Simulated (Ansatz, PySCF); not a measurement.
Species: Si₂H₃, net charge 0, doublet state. It need not be the lowest isomer of its formula. 
Structure (B3LYP-D3(BJ)/def2-TZVP (Ansatz, a program for electronic structure) minimum search):
```
Si
H 1 1.4867
H 1 1.4882 2 107.07
Si 1 2.2898 2 123.22 3 -169.59
H 4 1.5229 1 88.46 2 -175.19
```
Charge 0, spin multiplicity 2.

Quantity: vertical electron affinity (to the singlet state of charge -1; a negative value means that the extra electron is unbound and the number depends on the basis; each state is the SCF solution reached for its spin; the UHF <S^2> is 0.94 for the doublet (pure: 0.75); for the singlet the Hartree-Fock reference is unstable and T1 is 0.021; for the doublet T1 is 0.049), in eV. Correlated levels leave the core frozen unless marked. Open shells are spin-unrestricted. No spin-orbit coupling. No relativistic terms. Anions need diffuse functions: aug- sets have them; def2-D sets add few. CBS(X,Y): correlation extrapolated as X^-3; Hartree-Fock from the larger set. The bracket is a focal-point correction in the basis named.

```json
[
 {"level": "r2SCAN/def2-TZVPD", "program": "Ansatz", "vertical electron affinity (eV)": "2.00"},
 {"level": "B3LYP/def2-TZVPD", "program": "Ansatz", "vertical electron affinity (eV)": "(withheld)"},
 {"level": "M06-2X/def2-TZVPD", "program": "PySCF", "vertical electron affinity (eV)": "1.90"},
 {"level": "wB97M-V/def2-TZVPD", "program": "Ansatz", "vertical electron affinity (eV)": "(withheld)"},
 {"level": "CCSD/aug-cc-pV(D+d)Z", "program": "Ansatz", "vertical electron affinity (eV)": "1.95"},
 {"level": "CCSD/def2-SVPD", "program": "Ansatz", "vertical electron affinity (eV)": "(withheld)"},
 {"level": "CCSD/aug-cc-pV(T+d)Z", "program": "Ansatz", "vertical electron affinity (eV)": "2.01"},
 {"level": "RI-MP2/CBS(aug-cc-pV(T+d)Z,aug-cc-pV(Q+d)Z)+[CCSD(T)-MP2]/aug-cc-pV(T+d)Z", "program": "Ansatz", "vertical electron affinity (eV)": "(withheld)"}
]
```

Question: Some entries are withheld; supply them.

Answer: 
- B3LYP/def2-TZVPD, vertical electron affinity (eV): 1.99
- wB97M-V/def2-TZVPD, vertical electron affinity (eV): 1.92
- CCSD/def2-SVPD, vertical electron affinity (eV): 1.74
- RI-MP2/CBS(aug-cc-pV(T+d)Z,aug-cc-pV(Q+d)Z)+[CCSD(T)-MP2]/aug-cc-pV(T+d)Z, vertical electron affinity (eV): 2.27
